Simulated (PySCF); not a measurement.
## How the method moves the HOMO and LUMO of `O=CO[Si@H](Cl)CCl`

Compound: C₂H₄Cl₂O₂Si.
Z-matrix (Å and degrees, PBE0-D3(BJ)/def2-SVP geometry), rows numbered from 1:
```
O 
C   1  1.1999
O   2  1.3300  1  124.14
Si  3  1.7076  2  119.06  1     2.49
Cl  4  2.0479  3  103.64  2   175.26
C   4  1.8730  3  110.32  2    57.22
Cl  6  1.7851  4  110.07  3    48.05
H   2  1.1088  1  124.58  3  -179.67
H   4  1.4820  3  110.07  2   -68.08
H   6  1.1000  4  111.23  3   168.64
H   6  1.0997  4  109.40  3   -70.85
```

Basis pcSseg-1 throughout (PySCF), one geometry. Geometry: PBE0-D3(BJ)/def2-SVP, one conformer, isolated molecule.

Problem. How do the orbital energies, the gap and the dipole change with the method?

Solution. 
```
  method                    kind  HOMO (eV)  LUMO (eV)  gap (eV)  μ (D)  SCF cycles
    OPBE                     GGA      -7.07      -1.61      5.46   1.25          16
    BP86                     GGA      -7.26      -1.85      5.40   1.23          15
     KT3                     GGA      -7.26      -1.65      5.61   1.21          16
   B3LYP           global hybrid      -8.27      -0.89      7.38   1.28          13
   B97-2           global hybrid      -8.30      -0.69      7.60   1.32          14
    PBE0           global hybrid      -8.54      -0.62      7.92   1.32          14
mPW1PW91           global hybrid      -8.58      -0.64      7.93   1.33          14
 LC-wPBE  range-separated hybrid     -11.34       1.86     13.20   1.43          14
```

The HOMO spans 4.27 eV, from OPBE down to LC-wPBE, and the gap runs from 5.40 eV (BP86) to 13.20 eV (LC-wPBE). Over the methods OPBE (0 %), BP86 (0 %), KT3 (0 %), B3LYP (20 %), B97-2 (21 %), PBE0 (25 %), mPW1PW91 (25 %), a straight line through the gap against the share of exact exchange rises by 0.98 eV for each 10 % (correlation coefficient 0.998). The dipole ranges from 1.21 D (KT3) to 1.43 D (LC-wPBE). This basis has no diffuse functions.
